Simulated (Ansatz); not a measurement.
C5H8O2S (`CC1=CCS(=O)(=O)C1`) at its PBE0-D4/def2-TZVP geometry, where that method's forces vanish. Charge 0, multiplicity 1.

```
atom   x (Å)   y (Å)   z (Å)
  C1  -2.168   0.525   0.224
  C2  -0.709   0.253   0.131
  C3   0.252   1.177   0.133
  C4   1.662   0.707   0.024
  S5   1.500  -1.027  -0.432
  O6   1.602  -1.134  -1.861
  O7   2.314  -1.855   0.414
  C8  -0.235  -1.163   0.022
  H9  -2.689   0.150  -0.662
 H10  -2.607   0.017   1.088
 H11  -2.365   1.594   0.315
 H12   0.035   2.237   0.203
 H13   2.235   1.200  -0.764
 H14   2.218   0.762   0.963
 H15  -0.739  -1.731  -0.763
 H16  -0.305  -1.711   0.965
```

Q: For each bond, give half the difference of the two atoms' forces along it (eV/Å; positive pushes the atoms apart) under PBE-D4, r2SCAN-D4, B3LYP-D4, ωB97M-V in def2-TZVPP. (Estimate.)

A: Computed: 
| bond | length (Å) | PBE-D4 | r2SCAN-D4 | B3LYP-D4 | ωB97M-V |
| --- | --- | --- | --- | --- | --- |
| C1–C2 | 1.487 | -0.17 | -0.02 | 0.10 | 0.24 |
| C1–H9 | 1.095 | 0.12 | -0.02 | -0.06 | -0.10 |
| C1–H10 | 1.095 | 0.12 | -0.02 | -0.05 | -0.10 |
| C2–C3 | 1.333 | 0.46 | 0.21 | -0.02 | -0.23 |
| C2–C8 | 1.497 | -0.13 | 0.00 | 0.11 | 0.21 |
| C3–C4 | 1.490 | -0.17 | -0.01 | 0.17 | 0.32 |
| C3–H12 | 1.085 | 0.00 | -0.10 | -0.15 | -0.11 |
| C4–S5 | 1.800 | -0.03 | 0.09 | 0.16 | -0.03 |
| C4–H13 | 1.092 | 0.09 | -0.04 | -0.14 | -0.13 |
| C4–H14 | 1.093 | 0.09 | -0.04 | -0.12 | -0.13 |
| S5–O6 | 1.437 | 0.77 | 0.25 | 0.21 | 0.04 |
| S5–C8 | 1.798 | -0.05 | 0.09 | 0.15 | -0.01 |
| C8–H15 | 1.092 | 0.09 | -0.05 | -0.13 | -0.11 |
| C8–H16 | 1.093 | 0.09 | -0.05 | -0.12 | -0.12 |

B3LYP here is the variant with VWN-RPA as its local correlation; programs differ in this.
